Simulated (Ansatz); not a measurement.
Program: Ansatz. Geometries: PBE0-D4/def2-TZVP. ΔE: electronic, gas phase. CCSD(T)/CBS adds triple-zeta CCSD(T) − MP2 to the extrapolated MP2 energy (def2 sets, frozen cores). This one scheme is used for every species. Functionals use def2-TZVPP. For K outer-core shells are correlated without core-valence functions, which leaves a few kJ/mol of doubt a bond. Scalar relativity is left out up to krypton.

Reaction (ligand exchange at a K–O bond): `C[O][K]` + CH₃SH → `C[S][K]` + CH₃OH

`C[O][K]`:

```xyz
6

C    -0.289   -0.522   -0.093
O     0.363    0.657    0.117
K     1.427    2.582    0.460
H    -1.275   -0.401   -0.589
H     0.275   -1.231   -0.736
H    -0.501   -1.084    0.842
```

CH₃SH:

Cartesian coordinates in Å:
```
C 0.446 -0.199 -0.054
S -1.168 0.383 -0.618
H 1.037 0.612 0.370
H 0.959 -0.576 -0.939
H 0.350 -1.012 0.664
H -1.623 0.791 0.576
```

`C[S][K]`:

Z-matrix (Å, degrees):
```
C
S 1 1.819
H 1 1.093 2 111.9
H 1 1.092 2 109.5 3 119.1
H 1 1.093 2 111.9 3 -121.7
K 2 2.809 1 117.1 3 60.8
```

CH₃OH:

```xyz
6

C    -0.333    0.100   -0.077
O     0.859    0.027    0.670
H    -1.021    0.737    0.480
H    -0.806   -0.881   -0.206
H    -0.180    0.548   -1.066
H     1.481   -0.531    0.199
```

CCSD(T)/CBS gives -32.6 kJ/mol.

Task: Another level gave -29.8 kJ/mol. Which?
A. BLYP/def2-TZVPP
B. r2SCAN0/def2-TZVPP
C. HF/def2-TZVPP
D. ωB97X-V/def2-TZVPP

Result: D. ωB97X-V -29.8, HF/def2-TZVPP -49.3, r2SCAN0 -34.6, BLYP -22.5 kJ/mol.

Task: What do rigid-rotor, harmonic-oscillator terms from PBE0-D4/def2-TZVP frequencies (298.15 K, 1 bar) make of the CCSD(T)/CBS value? (Best estimate.)

Result: The calculation gave: ΔZPE = +9.5 kJ/mol, ΔH = -22.0 kJ/mol, ΔS = 35 J/(mol·K), ΔG = -32.3 kJ/mol. Modes under 50 cm⁻¹ make the entropy rough.

Largest T1 diagnostic among the species: 0.012.

From BLYP to BHLYP (50 % exact exchange), in def2-TZVPP and without D4, ΔE moves by −12.1 kJ/mol. Leaving LDA and LC-ωPBE aside and taking each functional with its dispersion term where it has one, the values, not all of them listed here, spread over 14.5 kJ/mol, from PBE-QIDH to BLYP-D4. LDA lies +4.8 kJ/mol from PBE without D4. In def2-TZVPP, CCSD(T) changes the Hartree–Fock value by +14.2 kJ/mol (the triples alone add +1.3 kJ/mol) and MP2 by +15.7 kJ/mol.
